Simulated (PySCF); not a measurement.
A small calculation by hand: chemical shift, span and skew from a shielding tensor

C2H7ClSi2, SMILES Cl[Si@H]1[SiH2]CC1. Atoms are numbered in the order given.

```xyz
12

Cl     2.2930     0.0015    -0.5250
Si     0.4848    -0.1109     0.4891
C     -0.7543    -1.4292    -0.1011
C     -2.0488    -0.6442     0.2396
Si    -1.4085     1.1501    -0.0133
H      0.8003    -0.2329     1.9444
H     -0.6907    -2.4377     0.3363
H     -0.6447    -1.5327    -1.1941
H     -2.9288    -0.9465    -0.3497
H     -2.3116    -0.7730     1.3035
H     -1.4723     1.5565    -1.4509
H     -1.9834     2.2318     0.8424
```

Geometry optimised at PBE0-D3(BJ)/def2-SVP. The structure was generated by enumeration; whether it is a known compound was not checked.

GIAO shieldings from PySCF with PBE/pcSseg-1, non-relativistic, no solvent. The symmetric part of the tensor of C4 has the principal values 162.9, 173.8, 191.0 ppm. The same nucleus in TMS has σ = 182.0 ppm at this level (PySCF, at its B3LYP-D3(BJ)/def2-TZVP geometry). Without spin–orbit terms, shifts of atoms bonded to Cl or Br come out too high.

**Question.** Work out the isotropic shielding, the ¹³C shift against TMS, the span and the skew.

**Answer.** 
σ(iso) = (σ11 + σ22 + σ33)/3 = 175.9 ppm. δ = σ(ref) − σ(iso) = 182.0 − (175.9) = 6.1 ppm.
Span Ω = σ33 − σ11 = 28.1 ppm. Skew κ = 3(σ(iso) − σ22)/Ω = 0.22. Tumbling in solution averages the tensor to δ; in a static solid the shielding alone would spread this spin-1/2 line over Ω.
